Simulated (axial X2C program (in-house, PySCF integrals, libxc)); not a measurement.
## GeSe⁺: from the spin-free to the two-component result

Computed with an in-house all-electron X2C program for linear molecules (integrals from PySCF). Spin-free means the one-electron spin-free X2C Hamiltonian; two-component (2c) means X2C with spin–orbit coupling and atomic mean-field two-electron Coulomb and Gaunt terms, so the difference of the two also holds small scalar two-electron terms. Basis: Se dyall-cv3z [8s9p6d4f1g], Ge dyall-cv3z [9s9p7d4f1g] (cores contracted in-house); Gaussian nuclei, density fitting, unrestricted open shells. Masses: Se 79.917 u, Ge 73.921 u.

Spin-free state: M_S = 1/2, Λ = 1 (beyond evenly filled blocks: π+α, π+β, π-α); fragments Se + Ge+.

| level | Re (Å) | ωe (cm⁻¹) | De (eV) | μ (D) |
| --- | --- | --- | --- | --- |
| PBE0 | 2.287 | 326.9 | 3.447 | 2.43 |
| r2SCAN | 2.290 | 321.4 | 3.454 | 2.22 |

Dipoles are positive if Ge is the positive end and refer to the centre of mass.

(1) Within this multiplet, which Ω should lie lowest by the rule for regular and inverted multiplets?

Two-component determinant lowest at the distance of the search:

Ω = 3/2 (⟨Sz⟩ = 0.50, ⟨Lz⟩ = 1.00 at PBE0); fragments Se + Ge+.

```
 level  Re (Å)  ωe (cm⁻¹)  μ (D)
  PBE0   2.287      326.3   2.43
r2SCAN   2.290      321.3   2.22
```

(2) From the two tables, how do the constants change at the PBE0 level (2c against spin-free)?

The state is one determinant whose occupation by symmetry is held fixed; it was picked as the lowest of a PBE0 search that is not exhaustive. De is counted from the lowest determinant-based energies of the atoms at the same level, without counterpoise correction. De is not given where an atomic determinant may have missed its ground term or J level, or where the truncated virtual space spoils (T). Density functionals use the spin component along the axis (collinear). Without a current term, density functionals place determinants with orbital angular momentum somewhat too high. At some level and bond length an empty orbital lies below a filled one. The determinant is spin-polarised beyond a pure state at some levels (its spin-free form has ⟨S²⟩ too high), which makes Re and μ there less reliable.

## Answers

(1) The open π shell holds three electrons, one hole, so the multiplet is inverted: Ω = Λ + 1/2 = 3/2. The PBE0 2c search agrees.

(2) At the PBE0 level Re doesn't move by more than 0.001 Å and ωe decreases by 0.6 cm⁻¹.
